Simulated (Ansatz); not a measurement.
The cluster Sn3⁻. Total charge -1; doublet. Geometry PBE0-D4/def2-SVP, that of the neutral singlet; atoms count from 1.

```xyz
3

Sn   -1.2746    0.0243   -1.3067
Sn   -0.4840    0.4585    1.2236
Sn    1.7586   -0.4828    0.0831
```

In the def2 sets Sn takes a core potential; there is no spin–orbit coupling. The structure comes from a short search, and lower isomers may exist.

Estimate the Mulliken populations from the PBE0/def2-TZVPD orbitals of Ansatz.


| atom | charge (e) | spin (α − β) |
| --- | --- | --- |
| Sn1 | -0.29 | 0.48 |
| Sn2 | -0.41 | 0.04 |
| Sn3 | -0.29 | 0.48 |
Mulliken values and Mayer orders depend strongly on the basis. With diffuse functions, as here, like atoms can get unlike values, and bond orders can come out too low or too high.

Where does the spin sit?

Summed by element: Sn 1.00, of 1 unpaired in all. Largest on single atoms: Sn1 0.48, Sn3 0.48, Sn2 0.04.

And the Mayer bond orders between bonded heavy atoms (over 0.3)?

Sn1–Sn2 1.46 (2.69 Å); Sn1–Sn3 1.07 (3.37 Å); Sn2–Sn3 1.46 (2.69 Å).
